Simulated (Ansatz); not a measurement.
Isolated molecules relaxed with PBE0-D4/def2-TZVP in Ansatz; ΔE leaves out vibrations. CCSD(T)/CBS is the MP2 limit (def2-TZVPP, def2-QZVPP) plus CCSD(T) − MP2 in def2-TZVPP, frozen cores. This one scheme is used for every species. Functionals use def2-TZVPP. B3LYP here is the variant with VWN-RPA as its local correlation; programs differ in this. One conformer a species, not always the lowest.

`NB[SiH2]Cl` + `FCF` → `NBC(F)F` + `[SiH3]Cl`  (formal exchange of groups at a B–Si bond)

Is it downhill or uphill in electronic energy at CCSD(T)/CBS, and by how much? (Estimate.)

The calculation gave: Downhill: ΔE = -10.2 kJ/mol.

What do these levels give: revPBE-D4, BLYP-D4, PBE0-D4, B3LYP-D4, BHLYP-D4, B2PLYP, BLYP, PBE0, B3LYP, r2SCANh, SCS-MP2/def2-TZVPP, HF/def2-QZVPP? (Best estimate.)

Ansatz gave: revPBE-D4 -4.0, BLYP-D4 -11.2, PBE0-D4 -4.7, B3LYP-D4 -11.4, BHLYP-D4 -12.6, B2PLYP -13.0, BLYP -12.8, PBE0 -6.0, B3LYP -13.3, r2SCANh -11.0, SCS-MP2/def2-TZVPP -12.0, HF/def2-QZVPP -15.3 kJ/mol.

Largest T1 diagnostic among the species: 0.013.

In def2-TZVPP, CCSD(T) changes the Hartree–Fock value by +5.5 kJ/mol (the triples alone add +0.9 kJ/mol) and MP2 by +4.7 kJ/mol. At CCSD(T), def2-SVP lies −5.7 kJ/mol from the extrapolated value and def2-TZVPP +0.3 kJ/mol. Leaving LDA and LC-ωPBE aside and taking each functional with its dispersion term where it has one, the values, not all of them listed here, spread over 12.2 kJ/mol, from CAM-B3LYP-D4 to revPBE-D4. LDA lies −6.4 kJ/mol from PBE without D4.
